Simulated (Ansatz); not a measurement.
Consider the atomization: `C[Si](O)(F)Cl` → C• + Cl• + F• + 4 H• + O• + Si•.

Calculated with Ansatz (gas phase, PBE0-D4/def2-TZVP geometries, no zero-point term in ΔE). CBS: MP2 limit from def2 TZ/QZ plus the TZ coupled-cluster correction, frozen cores. This one scheme is used for every species, atoms too. Functionals use def2-TZVPP. B3LYP here is the variant with VWN-RPA as its local correlation; programs differ in this. HSE06 is defined as in plane-wave codes. Open shells (•) are unrestricted, without spin–orbit coupling. Spin–orbit coupling would lower the free atoms: a little for C, Cl, F, O, Si. Each species was taken in one conformer, which may not be the lowest.

`C[Si](O)(F)Cl`:

```xyz
9

C     0.640   -1.005    0.451
Si   -0.328    0.304   -0.395
O    -0.777    1.426    0.688
F    -1.614   -0.325   -1.089
Cl    0.730    1.179   -1.916
H     1.547   -0.585    0.889
H     0.923   -1.787   -0.255
H     0.044   -1.453    1.249
H    -1.167    2.245    0.378
```

```csv
level,ΔE (kJ/mol),difference from CCSD(T)/CBS
LDA (SPW92),4058.0,473.6
PBE-D4,3607.4,23.0
revPBE-D4,3515.7,-68.7
BLYP-D4,3536.3,-48.1
r2SCAN-D4,3581.6,-2.8
B97M-V,3582.5,-1.9
PBE0-D4,3547.4,-37.0
B3LYP-D4,3542.5,-41.9
r2SCANh-D4,3556.7,-27.7
r2SCAN0-D4,3520.9,-63.5
HSE06-D4,3549.7,-34.7
BHLYP-D4,3447.6,-136.8
CAM-B3LYP-D4,3572.4,-12.0
ωB97X-V,3575.1,-9.3
ωB97M-V,3583.0,-1.4
B2PLYP,3524.6,-59.8
PBE-QIDH,3543.8,-40.6
PBE,3587.0,2.6
BLYP,3491.3,-93.1
r2SCAN,3576.8,-7.6
PBE0,3530.2,-54.2
B3LYP,3509.3,-75.1
r2SCANh,3551.6,-32.8
r2SCAN0,3515.2,-69.2
HSE06,3533.6,-50.8
BHLYP,3421.9,-162.5
CAM-B3LYP,3554.9,-29.5
LC-ωPBE,3550.0,-34.4
HF/def2-SVP,2611.3,-973.1
MP2/def2-SVP,3387.7,-196.7
CCSD(T)/def2-SVP,3306.2,-278.2
HF/def2-TZVPP,2658.6,-925.8
MP2/def2-TZVPP,3577.2,-7.2
SCS-MP2/def2-TZVPP,3532.5,-51.9
CCSD/def2-TZVPP,3430.3,-154.1
CCSD(T)/def2-TZVPP,3480.5,-103.9
HF/def2-QZVPP,2666.7,-917.7
MP2/def2-QZVPP,3639.6,55.2
SCS-MP2/def2-QZVPP,3600.5,16.1
MP2/CBS(def2),3681.0,96.6
CCSD(T)/CBS,3584.4,0
```

Largest T1 diagnostic among the species: 0.012.

At CCSD(T), def2-SVP lies −278.2 kJ/mol from the extrapolated value and def2-TZVPP −103.9 kJ/mol: correlation converges slowly with the basis, and small sets miss more of it in the bonded molecule than in its fragments. From BLYP to BHLYP (50 % exact exchange), in def2-TZVPP and without D4, ΔE moves by −69.4 kJ/mol: exact exchange takes away binding that semilocal exchange gives to molecules. In def2-TZVPP, CCSD(T) changes the Hartree–Fock value by +822.0 kJ/mol (the triples alone add +50.3 kJ/mol) and MP2 by +918.7 kJ/mol; breaking electron pairs costs correlation energy, which Hartree–Fock lacks.

For atomizations the MP2-based limit and the directly extrapolated one differ by several kJ/mol either way, and by 10 to 25 for some Ge, Se and Sn compounds, so smaller differences from it don't rank the levels.
